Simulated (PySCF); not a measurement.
**Tb: interval between two levels**

Tb [Xe] 4f9 6s2 [6H15/2, M_J = 15/2] → Tb [Xe] 4f9 6s1 6p1 [8I19/2, M_J = 19/2], as a difference of total energies. Calculation: PySCF 2.14, in x2c-SVPall-2c with one added diffuse shell each of s, p, d, f type (8s11p10d4f1g, 128 functions); the two-component X2C-1e Hamiltonian. Correlated levels: [Ar] 3d10 frozen; the 16 highest virtual spinors dropped. "Screened" scales the spin-orbit matrix elements by Boettger's factors to mimic the two-electron term; Breit and QED terms are absent.

```
                    method  interval between two levels (cm⁻¹)
 GHF (screened spin-orbit)                               10310
GMP2 (screened spin-orbit)                               16895
```

The labels give the starting determinants; with spin-orbit coupling the two ends relaxed to ⟨J²⟩ = 63.78, ⟨L²⟩ = 30.57, ⟨S²⟩ = 8.64 and ⟨J²⟩ = 99.79, ⟨L²⟩ = 42.65, ⟨S²⟩ = 15.56.
